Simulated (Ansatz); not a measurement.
# Reading a saddle point

A first-order saddle point of SiH4Cl2O, closed shell, PBE0-D4/def2-TZVP, with one imaginary mode of 1332i cm⁻¹:

Si1  (-0.372, -0.251, -0.331)
H2  (0.929, -0.976, 0.451)
Cl3  (0.091, -1.372, -1.998)
Cl4  (-1.622, -1.072, 1.095)
H5  (-1.311, 0.710, -0.951)
H6  (1.143, 0.076, 0.680)
O7  (0.741, 1.076, 0.262)
H8  (0.400, 1.808, 0.792)
(Å)

Ansatz 0.2.0; basis: def2-TZVPP and def2-QZVPP; cores frozen in the correlated methods. Extrapolation: Hartree–Fock as exp(−7.88 √X), correlation as X^−2.97.

Q: Which contacts change along the imaginary mode, and what lies on either side? (Judge from chemistry; the calculation decides.)

A: By the calculation: The step is SiH₂Cl₂ ([Cl][SiH2][Cl]) + H₂O → SiH₂Cl₂O ([OH][SiH]([Cl])[Cl]) + H₂, with the molecules in contact on both sides. Shortening one way: Si1–O7, H2–H6; lengthening the same way: Si1–H2, H6–O7.
```tsv
pair	one side (Å)	saddle (Å)	other side (Å)
Si1–O7	2.85	1.83	1.62
H2–H6	2.87	1.10	0.75
Si1–H2	1.47	1.68	4.02
H6–O7	0.96	1.16	3.06
```

Q: Which side is lower, and how far does the saddle lie above each? (To be estimated.)

A: The calculation gives: The side with Si1–O7, H2–H6 short is lower by 18.97 kcal/mol; the saddle lies 59.14 kcal/mol above it and 40.17 kcal/mol above the other (CCSD(T) at an estimated basis limit (MP2 extrapolated from triple and quadruple zeta, plus CCSD(T) − MP2 in triple zeta); electronic energies).

No T1 diagnostic of these runs exceeds 0.011.

Labels in which every atom is bracketed show which atoms are joined, not bond orders.

For scale, one of the runs: CCSD(T)/def2-TZVPP, 213 basis functions (an equivalent command: `ansatz run in.yaml --threads 4`). The run took 46 s on 4 CPU threads (shared host), with 2.8 GiB of host memory at its peak.
